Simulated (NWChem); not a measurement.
C$_{2}$H$_{4}$N, doublet; SMILES [CH]=NC

Computed with NWChem. Pople sets run with spherical d functions. Spin-unrestricted. In the optimisation the excess spin sits in a' (Cs, its own frame). Geometry: optimised at PBE0/def2-SVP, spin-unrestricted. No stability test was run on the SCF state. Level: M05-2X/6-31G* with SMD (1 M gas to 1 M solution), gas-phase geometry. Reactions with the solvent are ignored.

```
solvent          dielectric constant  solvation free energy (kcal/mol)  cavity-dispersion-structure term (kcal/mol)  dipole in solution (D)
---------------  -------------------  --------------------------------  -------------------------------------------  ----------------------
water                           78.4                              -1.0                                          3.5                    2.78
acetone                         20.5                              -3.0                                          1.3                    2.75
chloroform                      4.71                              -2.7                                          0.7                    2.63
tetrahydrofuran                 7.43                              -2.5                                          1.3                    2.69
```
